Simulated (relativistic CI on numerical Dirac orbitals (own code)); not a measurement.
What each ingredient does to the levels of Ho

Base calculation: Dirac-Coulomb-Breit CI, orbitals from a KLI potential per configuration, a model potential for QED, valence Slater integrals scaled by 0.85, P86 correlation energy added to each configuration.

Configuration list (outside the closed core [Xe]): 4f¹¹6s², 4f¹⁰6s²5d, 4f¹¹6s6p, 4f¹⁰6s²6p, 4f¹¹6s5d, 4f¹¹6s6d, 4f¹¹6s6f, 4f¹¹5d6p, 4f¹¹6s7s, 4f¹²6g, 4f¹¹6s8s, 4f¹¹6s9s, 4f¹²6p, 4f¹²6s, 4f¹²5d, 4f¹³, 4f¹¹7s², 4f¹⁰5d7s², 4f¹⁰6p7s². Double excitations out of closed p, d and f shells are left out; levels of such configurations are missing from the list, as are those of other unlisted configurations, and high levels can miss mixing partners.

Variants: (1) self-excluded LDA correlation estimate; (2) Slater integrals left unscaled; (3) only the first 3 configurations. Shifts of the energy above 4f¹⁰6s²5d ⁶I17/2, in cm⁻¹, for the lowest level and the first level of each name with at least 55 % of one term (blank where a level changes its place among those of its configuration and J or its character, or is not in the variant):

| Level | Base | Δ(1) | Δ(2) | Δ(3) |
| --- | --- | --- | --- | --- |
| 4f¹⁰6s²5d ⁶I17/2 | 0.0 | 0.0 | 0.0 | 0.0 |
| 4f¹⁰6s²5d ⁶H15/2 | 207.9 | 0.0 | +89.8 | +0.1 |
| 4f¹⁰6s²5d ⁶G13/2 | 996.2 | 0.0 | +242.9 | 0.0 |
| 4f¹⁰6s²5d ⁶K19/2 | 1112.7 | 0.0 | +186.0 | -0.1 |
| 4f¹⁰6s²5d ⁶L21/2 | 2433.1 | 0.0 | +364.6 | -0.2 |
| 4f¹⁰6s²5d ⁴L19/2 | 3162.4 | 0.0 | +549.5 | -0.3 |
| 4f¹⁰6s²5d ⁶L19/2 | 7938.4 | 0.0 | +406.2 | -0.3 |
| 4f¹⁰6s²5d ⁴G11/2 | 9575.1 | -0.3 |  | +8.9 |
| 4f¹⁰6s²6p ⁶H°15/2 | 9668.9 | +734.2 | +517.6 |  |
| 4f¹⁰6s²5d ⁶L15/2 | 10499.6 | -0.1 | +424.4 | +2.0 |
| 4f¹¹6s² ⁴I°15/2 | 12082.6 | -610.4 | +3153.2 | +50.9 |
| 4f¹⁰6s²6p ⁶K°19/2 | 12263.3 | +735.2 | +533.3 |  |
| 4f¹⁰6s²6p ⁴H°13/2 | 12836.0 | +734.5 | +625.1 |  |
| 4f¹⁰6s²5d ⁶H5/2 | 13464.7 | 0.0 | +437.7 | +0.1 |
| 4f¹⁰6s²5d ⁶K9/2 | 13671.1 | 0.0 | +379.6 | +0.3 |
| 4f¹⁰6s²5d ⁴G9/2 | 14150.7 | -0.4 | +1335.7 | +9.5 |
| 4f¹⁰6s²5d ⁶L11/2 | 14386.9 | 0.0 | +510.1 | +0.1 |
| 4f¹⁰6s²5d ⁴L15/2 | 14938.4 | 0.0 | +834.1 | +1.0 |
| 4f¹⁰6s²5d ⁶G5/2 | 15210.0 | 0.0 | +568.0 | +0.1 |
| 4f¹⁰6s²5d ⁶G3/2 | 15935.3 | 0.0 | +621.0 | -0.1 |
| 4f¹⁰6s²5d ⁶P7/2 | 16131.0 | 0.0 | +2416.3 | +0.9 |
| 4f¹⁰6s²5d ⁴L13/2 | 17393.8 | 0.0 | +959.4 | +0.1 |

Correlation outside the listed configurations is missing or only estimated: errors of thousands of cm⁻¹ between configurations and terms are usual at this charge. Rates and lifetimes follow the computed energies and can be off by large factors. The fine structure of a lone outer electron comes out too small, for d and f at times inverted, and misplaced configurations move strength between like terms. 5 of the 34 excited levels that our extract of the measured tables holds in this range could be paired (the sources list more); they are missed by 2702 cm⁻¹ on average and 7152 at most, and levels without a partner can miss by more. Some levels of the ground configuration have no partner and can miss by 10 % or more. The computed lowest level isn't the tabulated ground level, which NIST ASD gives as 4f11 6s2 4I°15/2.

Ionisation energy from the two ground configurations alone: base 5.556 eV; self-excluded LDA correlation estimate 5.715 eV; Slater integrals left unscaled 5.545 eV. The NIST ASD value (measured) is 6.0215 eV. The gap of more than 2 % comes from missing correlation.

LS names give the leading component of a level, which can be under half, so a name can repeat, a term be missing and a line seem to break the LS rules.
